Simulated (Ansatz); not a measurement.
Isolated molecules relaxed with PBE0-D4/def2-TZVP in Ansatz; ΔE leaves out vibrations. CBS: MP2 limit from def2 TZ/QZ plus the TZ coupled-cluster correction, frozen cores. This one scheme is used for every species. DFT in def2-TZVPP. For Br, Ga outer-core shells are correlated without core-valence functions, which leaves a few kJ/mol of doubt a bond. Scalar relativity is left out up to krypton. Each species was taken in one conformer, which may not be the lowest.

`C[N](C)[Ga]([Br])[Br]` + H–F → `C[N](C)[Ga]([F])[Br]` + HBr  (ligand exchange at a Ga–Br bond)

| level | ΔE (kcal/mol) | difference from CCSD(T)/CBS |
| --- | --- | --- |
| revPBE-D4 | 11.5 | -1.4 |
| BLYP-D4 | 9.5 | -3.4 |
| B97M-V | 9.1 | -3.8 |
| r2SCANh-D4 | 11.1 | -1.8 |
| ωB97M-V | 10.8 | -2.1 |
| PBE-QIDH | 12.8 | -0.1 |
| revPBE | 9.5 | -3.4 |
| r2SCAN | 10.0 | -2.9 |
| PBE0 | 11.6 | -1.3 |
| CAM-B3LYP | 7.8 | -5.1 |
| MP2/def2-SVP | 8.1 | -4.8 |
| CCSD/def2-SVP | 6.6 | -6.3 |
| HF/def2-TZVPP | 9.8 | -3.1 |
| MP2/def2-TZVPP | 13.0 | 0.1 |
| MP2/def2-QZVPP | 13.7 | 0.8 |
| SCS-MP2/def2-QZVPP | 11.6 | -1.3 |
| CCSD(T)/CBS | 12.9 | 0 |

Largest T1 diagnostic among the species: 0.012.

From BLYP to BHLYP (50 % exact exchange), in def2-TZVPP and without D4, ΔE moves by +2.6 kcal/mol. In def2-TZVPP, CCSD(T) changes the Hartree–Fock value by +1.7 kcal/mol (the triples alone add +0.4 kcal/mol) and MP2 by +3.3 kcal/mol.
